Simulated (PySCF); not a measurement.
# Two-dimensional NMR puzzle

Compound of formula C5H12O2Si2. Correlations simulated from computed shifts and the bond graph:

HSQC (one-bond C–H):
```tsv
δH	δC
6.92	151.8
6.10	134.5
6.02	134.5
4.91	100.3
4.54	100.3
1.91	25.1
```

COSY cross peaks (H two or three bonds apart, from the bond graph; peaks can be absent where the dihedral angle is near 90°):
```tsv
δH	δH
6.92	4.91
6.92	4.54
6.10	6.02
4.91	4.54
```

HMBC (two and three bonds, from the bond graph):
```tsv
δH	δC
6.92	100.3
6.10	151.0, 25.1
6.02	151.0, 25.1
4.91	151.8
4.54	151.8
3.33	151.0
1.91	151.0, 134.5
```

Carbons without hydrogens: δ 151.0.

- GFN2-xTB geometry
- σ from GIAO-PBE0/pcSseg-1
- code: PySCF 2.14
- averaged over atoms made equivalent by symmetry, fast rotation or ring inversion, no solvent model, one conformer, non-relativistic

Chemical shifts δ = σref − σ; TMS for ¹H (σref 31.72) and ¹³C (σref 186.93), all at this level.

Exchangeable hydrogens are left out of these lists.

**Question.** Which molecule is this?

**Answer.** `C=CO[Si@](O)([SiH3])C(=C)C`.

Structure with atom numbers: `[CH2:1]=[CH:2][O:3][Si@:4]([OH:5])([SiH3:6])[C:7](=[CH2:8])[CH3:9]`. Hydrogens are named by the atom that carries them. Ha(C1) is cis to O3; Ha(C8) is cis to Si4; Hb(C1) is trans to O3; Hb(C8) is trans to Si4.

- δC 151.8 is C2, an alkene carbon bearing oxygen (δH 6.92).
- δC 151.0 is C7, a fully substituted alkene carbon.
- δC 134.5 is C8, a terminal =CH2 carbon (δH 6.02, 6.10).
- δC 100.3 is C1, a β carbon of an enol-ether or enamine type C=C (δH 4.91, 4.54).
- δC 25.1 is C9, an allylic methyl carbon (δH 1.91).
- HMBC from δH 6.10 reaches the proton-free carbon C7.
- HMBC from δH 6.02 reaches the proton-free carbon C7.
- HMBC from δH 3.33 reaches the proton-free carbon C7.
- HMBC from δH 1.91 reaches the proton-free carbon C7.
- COSY links 6.92–4.91, 6.92–4.54, 6.10–6.02, 4.91–4.54.

The shifts were computed for this structure.

The OH or NH signal is concentration- and solvent-dependent in practice; the value given is the gas-phase one. Shifts are as computed. Against solution values, carbons near 30 ppm lie about +3 ppm off and those near 130 ppm about +5 ppm. Of 1211 compounds with measured shifts, 218 miss one by over three times the rms of a fit or turn the order of signals round; such compounds aren't used in these exercises.
